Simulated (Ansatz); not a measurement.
Stepwise reaction of `O[SiH](O)O[Si](F)(F)F` with hydrogen, as a gas-phase model of exchange steps in deposition or etching. ΔE in kJ/mol.

Calculated with Ansatz (gas phase, PBE0-D4/def2-TZVP geometries, no zero-point term in ΔE). CBS: MP2 limit from def2 TZ/QZ plus the TZ coupled-cluster correction, frozen cores. This one scheme is used for every species. Functionals use def2-TZVPP. B3LYP here is the variant with VWN-RPA as its local correlation; programs differ in this. Each species was taken in one conformer, which may not be the lowest.

```csv
step,reaction,PBE-D4,B3LYP-D4,ωB97M-V,CCSD(T)/CBS
2,`O[SiH](O)O[SiH](F)F` + H₂ → `O[SiH](O)O[SiH2]F` + H–F,139.5,147.6,148.1,144.1
```

(1) Give the row of step 1, `O[SiH](O)O[Si](F)(F)F` + H₂ → `O[SiH](O)O[SiH](F)F` + H–F. (Estimate.)

(2) By hand: ΔE of the 2 steps together at CCSD(T)/CBS.

Answers

(1) Ansatz gave: 
| step | reaction | PBE-D4 | B3LYP-D4 | ωB97M-V | CCSD(T)/CBS |
| --- | --- | --- | --- | --- | --- |
| 1 | `O[SiH](O)O[Si](F)(F)F` + H₂ → `O[SiH](O)O[SiH](F)F` + H–F | 120.4 | 130.0 | 130.6 | 128.9 |

(2) (128.9) + (144.1) = 273.0 kJ/mol, or 136.5 kJ/mol a step.

In ΔE each step is higher than the one before. All are uphill at CCSD(T)/CBS. PBE-D4 differs from CCSD(T)/CBS by -8.5 to -4.6 kJ/mol a step. Isolated molecules leave out the surface, adducts and barriers. Largest T1 diagnostic: 0.012.
